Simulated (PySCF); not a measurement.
Molecule: SMILES CC#CBCC, C5H9B.

Atoms are numbered as in `[CH3:1][C:2]#[C:3][BH:4][CH2:5][CH3:6]`. Each H is labelled by its parent atom.

Geometry PBE0-D3(BJ)/def2-SVP throughout; GIAO in PySCF 2.14.0 with density-fitted response routines, gas phase, one conformer, non-relativistic; equivalent atoms averaged; functional PBE0.

For orientation, 6-311+G(2d,p) gives these absolute shieldings σ: C2 44.9, C3 91.2, C5 159.2, C6 173.8, C1 180.1, B4 32.9, H(B4) 24.73, H(C5) 30.16, H(C6) 30.35 ppm.

A run gave: C2 58.4, C3 104.6, C5 168.4, C6 180.3, C1 187.3, B4 40.5, H(B4) 24.54, H(C5) 30.09, H(C6) 30.24 ppm (absolute shieldings σ).

Which basis set was used in that run?
A. 6-31G*
B. pcSseg-1
C. 6-31G
D. def2-SVP

Results:

D. C2 tells them apart best: def2-SVP gives 58.4, 6-31G gives 66.4, pcSseg-1 gives 41.0, 6-31G* gives 64.7 ppm.
